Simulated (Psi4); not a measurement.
CCl3 (SMILES Cl[C](Cl)Cl), doublet, geometry from GFN2-xTB. Base run: HF/def2-SV(P) (Psi4).

Psi4 was given this input:
```
memory 2 GB

molecule {
0 2
  C    -0.00495017   -0.00528924    0.30398563
  Cl   -0.00002372    1.67596123   -0.00662262
  Cl    1.45179868   -0.83693332   -0.02670425
  Cl   -1.45002785   -0.83716112   -0.07396218
}

set basis def2-sv(p)
set reference uhf

energy('scf')
print_variables()
```

Each row names what was changed in the base input (with any setting that the change needs).

```tsv
change	E (Eh)	SCF-reference dipole (D)	SCF-reference <S^2>	core-seconds (rough)
base	-1415.82992	0.01	0.766	3
functional = m11	-1418.08362	0.20	0.754	8
functional = wb97m-v	-1418.09757	0.25	0.753	20
functional = pbe	-1417.56629	0.33	0.752	4
functional = pw6b95	-1419.28680	0.26	0.753	5
functional = dsd-pbep86	-1417.07479	-	0.760	4
functional = wb97x-v	-1417.95534	0.22	0.754	20
functional = svwn	-1414.53741	0.39	0.751	3
functional = b3lyp5	-1417.99024	0.27	0.753	4
functional = tpssh	-1418.22188	0.24	0.754	9
functional = bhhlyp	-1418.14353	0.18	0.756	4
functional = mn15	-1417.73693	0.20	0.753	7
functional = bp86	-1418.30599	0.33	0.752	3
```

Absolute energies of different levels of theory aren't comparable as measures of quality.

Open shells are given as the SCF converged; they aren't shown to be the lowest states, and a large step between rows can be another state.
